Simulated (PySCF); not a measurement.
La⁺ (lanthanum, charge +1): UHF calculation

Configuration: [Xe] 5d2, high-spin 3F determinant. All numbers are calculated (PySCF 2.14, a scalar-relativistic core potential, in def2-SVP with the def2 core potential (46 electrons) (6s3p2d1f, 32 functions)).

| Property | Result |
| --- | --- |
| Total energy | -30.915035 hartree |
| One-electron energy | -49.9576 hartree |
| Hartree (Coulomb) energy | 22.8237 hartree |
| Exchange energy | -3.7812 hartree |
| ⟨S²⟩ | 2.0068 |
| ⟨L²⟩ | 12.070 |
| Sum of ⟨r⟩ | 20.20 bohr |
| Sum of ⟨r²⟩ | 48.31 bohr² |
| Time after the integrals | 0.07 s of wall time on 1 thread of Neoverse-V2 (shared host) |

| shell | electrons | mean orbital energy (hartree) | rms radius, mean of both spins (bohr) |
| --- | --- | --- | --- |
| 5s α | 1 | -1.98927 | 1.69 |
| 5s β | 1 | -1.94495 | 1.69 |
| 5p α | 3 | -1.22727 | 1.95 |
| 5p β | 3 | -1.15357 | 1.95 |
| 5d α | 2 | -0.39788 | 3.14 |

Energies and moments cover only the electrons outside the core potential. Spin-orbit coupling, absent here, splits the open shell strongly.
